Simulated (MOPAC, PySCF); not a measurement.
[Nb(OH)3(NH2)2], neutral singlet in the gas phase. 

Cartesian coordinates (Å):
```xyz
13

Nb    -0.3166    -0.1283    -0.2899
O     -1.5098    -0.7479    -1.6640
H     -1.6338    -0.3613    -2.5477
O     -0.6696    -1.4089     1.0785
H     -0.3959    -1.6339     1.9824
O      0.3513     1.3444    -1.3462
H      1.0112     2.0282    -1.1443
N      1.5911    -0.7708    -0.2589
H      1.9348    -1.5565     0.3002
H      2.3492    -0.3698    -0.8175
N     -0.9353     1.2811     1.0074
H     -1.3262     1.0916     1.9345
H     -0.9233     2.2876     0.8223
```
Charge 0, spin multiplicity 1.

All levels are single points at this geometry (PBE-D3(BJ)/def2-SVP); Pople sets use spherical d functions. Orbital energies aren't observables, and empty levels follow the basis.

PM6 in MOPAC gives HOMO (eV) = -8.21.

Estimate the HOMO (eV) from each of these levels: TPSSh-D3(BJ)/def2-TZVP in PySCF; B3LYP/6-311+G** (LANL2DZ on Nb) in PySCF; B3LYP/6-31G* (LANL2DZ on Nb) in PySCF; B3LYP/LANL2DZ in PySCF; M06-2X/6-31G* (LANL2DZ on Nb) in PySCF; PBE/6-31G* (LANL2DZ on Nb) in PySCF; SVWN5/6-31G* (LANL2DZ on Nb) in PySCF; PM7 in MOPAC.


```tsv
level	HOMO (eV)
TPSSh-D3(BJ)/def2-TZVP in PySCF	-6.06
B3LYP/6-311+G** (LANL2DZ on Nb) in PySCF	-6.72
B3LYP/6-31G* (LANL2DZ on Nb) in PySCF	-6.16
B3LYP/LANL2DZ in PySCF	-6.41
M06-2X/6-31G* (LANL2DZ on Nb) in PySCF	-7.90
PBE/6-31G* (LANL2DZ on Nb) in PySCF	-4.96
SVWN5/6-31G* (LANL2DZ on Nb) in PySCF	-5.09
PM7 in MOPAC	-8.46
```
